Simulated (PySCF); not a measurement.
## Electronic structure of Ti²⁺ (titanium, charge +2) at the UHF level

Configuration: [Ar] 3d1 4s1, high-spin 3D determinant (an excited configuration). Calculation: PySCF 2.14, in aug-cc-pVTZ (8s7p5d3f2g, 93 functions); no relativity, point nucleus.

- Total energy: -847.560444 hartree
- One-electron energy: -1145.1248 hartree
- Hartree (Coulomb) energy: 338.0669 hartree
- Exchange energy: -40.5025 hartree
- Kinetic energy: 847.61979 hartree
- ⟨S²⟩: 2.0018
- ⟨L²⟩: 6.020
- Sum of ⟨r⟩: 15.10 bohr
- Sum of ⟨r²⟩: 22.57 bohr²
- Traceless quadrupole moment −½Σ⟨3z² − r²⟩ along its main axis: 0.475 e·bohr²
- Density at the nucleus (Gaussians lack the cusp): 7080 bohr⁻³
- Spin density at the nucleus: 4.35 bohr⁻³
- Langevin diamagnetic susceptibility: -17.9 ×10⁻⁶ cm³/mol

| shell | electrons | mean orbital energy (eV) | spread (eV) | rms radius, mean of both spins (bohr) |
| --- | --- | --- | --- | --- |
| 1s α | 1 | -5010.4 | 0 | 0.0812 |
| 1s β | 1 | -5010.3 | 0 | 0.0812 |
| 2s α | 1 | -607.43 | 0 | 0.353 |
| 2s β | 1 | -606.66 | 0 | 0.353 |
| 2p α | 3 | -508.45 | 0.037 | 0.321 |
| 2p β | 3 | -507.80 | 0.730 | 0.321 |
| 3s α | 1 | -101.99 | 0 | 1.07 |
| 3s β | 1 | -99.561 | 0 | 1.07 |
| 3p α | 3 | -72.202 | 1.331 | 1.15 |
| 3p β | 3 | -69.608 | 1.905 | 1.15 |
| 3d α | 1 | -33.630 | 0 | 1.43 |
| 4s α | 1 | -22.002 | 0 | 3.06 |

Spin-orbit constants ζ (cm⁻¹) from the X2C one-electron operator on these orbitals (non-relativistic here): bare nucleus, nucleus screened by l(l+1)(2l+1)/3 electrons, and screened by the Breit-Pauli mean field of the electrons.

```tsv
shell	bare	screened nucleus	mean field
2p	32400	29460	28080
3p	3626	3296	3119
3d	314.9	171.8	150.0
```

To first order the Landé constant is A = 75.02 cm⁻¹, so the lowest level has J = 1 and lies 0.0279 eV below the centre of the term. This holds in LS coupling only.
